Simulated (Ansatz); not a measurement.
System (SMILES): [SiH]Br (SiH-Br) (closed-shell singlet).
Geometry (B3LYP-D3(BJ)/def2-TZVP, fixed):
```xyz
3

Si    -0.8792    -0.7820     1.0617
H     -1.8991    -1.2190     0.0169
Br     0.4059     0.3476    -0.4252
```
Charge 0, spin multiplicity 1.

How fast the dipole moment converges with the basis for several methods (Ansatz, an electronic-structure program): deviation from each method's own reference, in D. References: CCSD(T) 1.214 D, the value in aug-pcseg-3; HF 1.500 D, the value in aug-pcseg-3; MP2 1.236 D, the value in aug-pcseg-3; PBE 0.931 D, the value in aug-pcseg-3; PBE0 1.128 D, the value in aug-pcseg-3. Cartesian d functions, on some or all atoms, in 3-21G, 6-31G; all else is spherical. In correlated methods cores are frozen (with 3d on Ga to Br). A restricted Hartree-Fock determinant is unstable towards unrestricted orbitals. No added dispersion term, no relativity. The reference of a correlated method is not its basis-set limit, which lies further on.

```csv
basis,functions,CCSD(T),HF,MP2,PBE,PBE0
pcseg-0,37,0.435,0.870,[?],0.262,0.446
3-21G,38,0.192,0.617,[?],0.036,0.184
6-31G,44,0.714,1.047,[?],0.476,0.624
def2-SV(P),52,-0.018,0.088,[?],-0.091,-0.016
pcseg-2,91,0.181,0.158,[?],0.090,0.111
def2-TZVPP,104,-0.059,0.030,[?],0.003,0.012
def2-TZVPD,109,-0.056,0.006,[?],0.004,0.004
def2-TZVPPD,122,-0.067,0.009,[?],0.003,0.005
aug-pcseg-2,132,0.000,0.008,[?],0.005,0.006
def2-QZVPP,189,-0.018,0.014,[?],-0.002,0.002
def2-QZVPPD,207,-0.014,0.001,[?],0.000,0.000
aug-pcseg-3,231,0.000,0.000,[?],0.000,0.000
```

Problem. What belongs in the gaps?

Solution. 
- pcseg-0, MP2: 0.431
- 3-21G, MP2: 0.190
- 6-31G, MP2: 0.705
- def2-SV(P), MP2: 0.027
- pcseg-2, MP2: 0.183
- def2-TZVPP, MP2: -0.018
- def2-TZVPD, MP2: -0.019
- def2-TZVPPD, MP2: -0.029
- aug-pcseg-2, MP2: 0.015
- def2-QZVPP, MP2: -0.014
- def2-QZVPPD, MP2: -0.013
- aug-pcseg-3, MP2: 0.000

Mean absolute deviation over pcseg-2, def2-TZVPP, def2-TZVPD, def2-TZVPPD, aug-pcseg-2: PBE 0.021, PBE0 0.027, HF 0.042, MP2 0.053, CCSD(T) 0.072 D.
